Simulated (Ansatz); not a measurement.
Geometry optimisation, RKS BHLYP-D4/def2-SVP in Ansatz.

input.yaml

```yaml
crystal:
  periodic: [false, false, false]
  atoms:
    - { symbol: Sn, position_ang: [-0.148342, 0.129731, -0.041615] }
    - { symbol: O, position_ang: [-0.099389, 0.039631, 1.930951] }
    - { symbol: H, position_ang: [-0.943917, 0.116464, 2.368828] }
    - { symbol: H, position_ang: [1.479101, 0.254683, -0.489544] }
    - { symbol: H, position_ang: [-1.031707, 1.539574, -0.440255] }
    - { symbol: H, position_ang: [-0.937402, -1.256461, -0.636183] }
    - { symbol: Cl, position_ang: [1.726035, -2.641653, 1.32349] }
    - { symbol: H, position_ang: [1.196721, -1.726469, 2.128227] }
basis:
  gaussian: { orbitals: def2-SVP }
hamiltonian:
  xc: { name: BHLYP }
  dispersion: d4
relax:
  f_tol: 0.03
  max_steps: 50
```

Run as:

```bash
$ ansatz run input.yaml --threads 1 --pin off --max-ram 2048MiB --backend cpu --events-out ev --progress --plain --runs-dir out
```

Q: Where does it end, and by what steps?

A: The run converged. After 6 steps the energy has fallen by 0.153 eV; Cl7 moved furthest, 0.38 Å.

| step | energy less start (eV) | largest force component (eV/Å) | accepted |
| --- | --- | --- | --- |
| 0 | 0.0000 | 0.797 | yes |
| 1 | -0.0863 | 0.706 | yes |
| 2 | -0.1292 | 0.306 | yes |
| 3 | -0.1340 | 0.503 | yes |
| 4 | -0.1487 | 0.133 | yes |
| 5 | -0.1526 | 0.051 | yes |
| 6 | -0.1529 | 0.007 | yes |

```xyz
8
Properties=species:S:1:pos:R:3
Sn -0.143 0.135 -0.121
O 0.041 -0.151 1.858
H -0.748 -0.025 2.382
H 1.455 0.328 -0.642
H -1.074 1.555 -0.284
H -0.941 -1.218 -0.767
Cl 1.679 -2.614 1.696
H 0.972 -1.555 2.022
```

Whether the end is a true minimum wasn't checked by a vibrational analysis.

Run time: 16 s on 1 thread of Intel(R) Xeon(R) 6975P-C (Granite Rapids) (shared host), peak memory 0.18 GiB.
